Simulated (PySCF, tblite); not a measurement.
C5H7FSi.
Cartesian coordinates in Å at the GFN2-xTB level; atoms count from 1:
```
atom  x, y, z in Å
C1     3.4571   -0.6670   -0.5503
C2     2.4188   -0.2149   -0.1450
Si3    0.8636    0.5295    0.4858
C4    -0.3805   -0.6455    1.2775
C5    -0.7587   -0.2132   -0.1501
C6    -1.9967    0.6263   -0.2808
F7    -1.9743    1.3657   -1.4472
H8     4.3590   -1.0753   -0.9066
H9     0.9159    1.9201    0.8962
H10   -0.1508   -1.6946    1.4007
H11   -1.0425   -0.2943    2.0580
H12   -0.7226   -1.0029   -0.8930
H13   -2.9086    0.0163   -0.3256
H14   -2.0803    1.3492    0.5382
```

Computed with wB97X-D/def2-SVPD in PySCF (dipole) on a GFN2-xTB geometry, gas phase.

Masses are those of the commonest isotopes; rigid-rotor values at the optimised geometry. The values belong to one conformer with, in the numbering `[CH:1]#[C:2][Si@@H:3]1[CH2:4][C@H:5]1[CH2:6][F:7]`, C4–C5–C6–F7 157°.

**Question.** Give the principal moments of inertia and the rotational constants in cm⁻¹.

**Answer.** Ia = 114.18, Ib = 454.60, Ic = 511.40 u·Å²; 505379 MHz·u·Å²/I gives 4426, 1112 and 988.2 MHz, that is A = 0.14764, B = 0.03708, C = 0.03296 cm⁻¹.

**Question.** What kind of rotor is it?

**Answer.** A near-prolate asymmetric top. Ray's parameter κ = (2B − A − C)/(A − C) = -0.928; −1 is the prolate and +1 the oblate limit.

**Question.** Is it planar, by Δ = Ic − Ia − Ib?

**Answer.** Not planar: Δ = Ic − Ia − Ib = -57.38 u·Å². For a rigid frame Δ = −2 Σ m c², so Σ m c² = 28.69 u·Å² lies off the ab plane: 10.15 from hydrogen and 18.54 from heavier atoms. The atom farthest from that plane is 2.05 Å away.

**Question.** Which types of transition are allowed, and where do some lines up to J = 4 fall?

**Answer.** The dipole components are |μa| = 1.21 D, |μb| = 1.58 D, |μc| = 0.22 D. Intensities carry the squares of the components, which stand as 0.59 : 1.00 : 0.02 (a : b : c). Some lines, for components of 0.1 D or more:

```json
{"type": "c", "branch": "Q", "J(Ka,Kc)": "2(1,2) ← 2(0,2)", "MHz": "3194", "lower level (cm⁻¹)": "0.210"}
{"type": "b", "branch": "Q", "J(Ka,Kc)": "1(1,0) ← 1(0,1)", "MHz": "3438", "lower level (cm⁻¹)": "0.070"}
{"type": "b", "branch": "Q", "J(Ka,Kc)": "2(1,1) ← 2(0,2)", "MHz": "3565", "lower level (cm⁻¹)": "0.210"}
{"type": "b", "branch": "Q", "J(Ka,Kc)": "3(1,2) ← 3(0,3)", "MHz": "3761", "lower level (cm⁻¹)": "0.420"}
{"type": "a", "branch": "R", "J(Ka,Kc)": "2(1,1) ← 1(1,0)", "MHz": "4323", "lower level (cm⁻¹)": "0.185"}
{"type": "b", "branch": "R", "J(Ka,Kc)": "4(0,4) ← 3(1,3)", "MHz": "5346", "lower level (cm⁻¹)": "0.520"}
{"type": "a", "branch": "R", "J(Ka,Kc)": "4(0,4) ← 3(0,3)", "MHz": "8366", "lower level (cm⁻¹)": "0.420"}
{"type": "a", "branch": "R", "J(Ka,Kc)": "4(3,2) ← 3(3,1)", "MHz": "8406", "lower level (cm⁻¹)": "1.434"}
{"type": "a", "branch": "R", "J(Ka,Kc)": "4(2,2) ← 3(2,1)", "MHz": "8431", "lower level (cm⁻¹)": "0.871"}
{"type": "a", "branch": "R", "J(Ka,Kc)": "4(1,3) ← 3(1,2)", "MHz": "8640", "lower level (cm⁻¹)": "0.545"}
{"type": "b", "branch": "R", "J(Ka,Kc)": "3(1,3) ← 2(0,2)", "MHz": "9307", "lower level (cm⁻¹)": "0.210"}
{"type": "c", "branch": "Q", "J(Ka,Kc)": "3(2,2) ← 3(1,2)", "MHz": "9760", "lower level (cm⁻¹)": "0.545"}
{"type": "b", "branch": "Q", "J(Ka,Kc)": "3(2,2) ← 3(1,3)", "MHz": "10501", "lower level (cm⁻¹)": "0.520"}
{"type": "b", "branch": "Q", "J(Ka,Kc)": "4(2,3) ← 4(1,4)", "MHz": "10752", "lower level (cm⁻¹)": "0.792"}
{"type": "b", "branch": "R", "J(Ka,Kc)": "2(2,1) ← 1(1,0)", "MHz": "14266", "lower level (cm⁻¹)": "0.185"}
{"type": "b", "branch": "R", "J(Ka,Kc)": "3(2,1) ← 2(1,2)", "MHz": "16630", "lower level (cm⁻¹)": "0.317"}
{"type": "c", "branch": "Q", "J(Ka,Kc)": "4(3,2) ← 4(2,2)", "MHz": "16841", "lower level (cm⁻¹)": "1.153"}
{"type": "c", "branch": "R", "J(Ka,Kc)": "4(2,2) ← 3(1,2)", "MHz": "18208", "lower level (cm⁻¹)": "0.545"}
{"type": "b", "branch": "R", "J(Ka,Kc)": "4(2,2) ← 3(1,3)", "MHz": "18949", "lower level (cm⁻¹)": "0.520"}
{"type": "c", "branch": "R", "J(Ka,Kc)": "3(3,1) ← 2(2,1)", "MHz": "23182", "lower level (cm⁻¹)": "0.661"}
{"type": "c", "branch": "Q", "J(Ka,Kc)": "4(4,1) ← 4(3,1)", "MHz": "23626", "lower level (cm⁻¹)": "1.714"}
{"type": "b", "branch": "Q", "J(Ka,Kc)": "4(4,0) ← 4(3,1)", "MHz": "23626", "lower level (cm⁻¹)": "1.714"}
{"type": "c", "branch": "R", "J(Ka,Kc)": "4(3,1) ← 3(2,1)", "MHz": "25272", "lower level (cm⁻¹)": "0.871"}
{"type": "c", "branch": "R", "J(Ka,Kc)": "4(4,0) ← 3(3,0)", "MHz": "32033", "lower level (cm⁻¹)": "1.434"}
{"type": "b", "branch": "R", "J(Ka,Kc)": "4(4,0) ← 3(3,1)", "MHz": "32033", "lower level (cm⁻¹)": "1.434"}
```

**Question.** Estimate the classical rotational partition function at 200 K, 298.15 K and 500 K.

**Answer.** Point group C1, symmetry number σ = 1; q = (√π/σ)·√((kT/h)³/(ABC)), k/h = 20836.6 MHz/K: 216000 at 200 K, 394000 at 298.15 K, 855000 at 500 K.

Its GFN2-xTB frequencies are all real (lowest 67 cm⁻¹). Constants of a rigid frame at the computed geometry: no zero-point averaging, no centrifugal distortion.

The run took 62 s of wall time on Arm Neoverse N1, one thread (shared host). This is the wB97X-D/def2-SVPD job that gave the dipole, with the excitations it also computed.
